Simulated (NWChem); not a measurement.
# Correlation energy of HGe

```
Ge
H 1 1.6043
```
Charge 0, spin multiplicity 2.

Program: NWChem. Structure: optimised with UPBE0/def2-SVP, a minimum by its harmonic frequencies.

Basis set: def2-TZVP. Each correlation energy counts from its own Hartree-Fock reference.

The Hamiltonian is non-relativistic. The correlated methods keep 9 core orbitals frozen. This spin state was chosen for the runs; another may lie lower. The structure started from a generated list of species. The unpaired electrons of the parent sit in orbitals of symmetry b1 (C2v labels of the run); other states weren't searched. No SCF solution was tested for a lower state. Open-shell Hartree-Fock references start from PBE0 orbitals. No row is a measurement; the coupled-cluster row has its own basis-set and correlation limits.

| method | correlation energy (mHa) |
|---|---|
| UMP2 | -205.5 |
| SCS-UMP2 | ___ |
| CCSD on UHF | -218.5 |
| CCSD[T] on UHF | ___ |
| CCSD(T) on UHF | -225.6 |
| CCSD on ROHF | -222.4 |
| CCSD[T] on ROHF | ___ |
| CCSD(T) on ROHF | -229.7 |

Question: Fill in the missing entries.

Answer: 
- SCS-UMP2, correlation energy (mHa): -195.8
- CCSD[T] on UHF, correlation energy (mHa): -226.4
- CCSD[T] on ROHF, correlation energy (mHa): -230.5
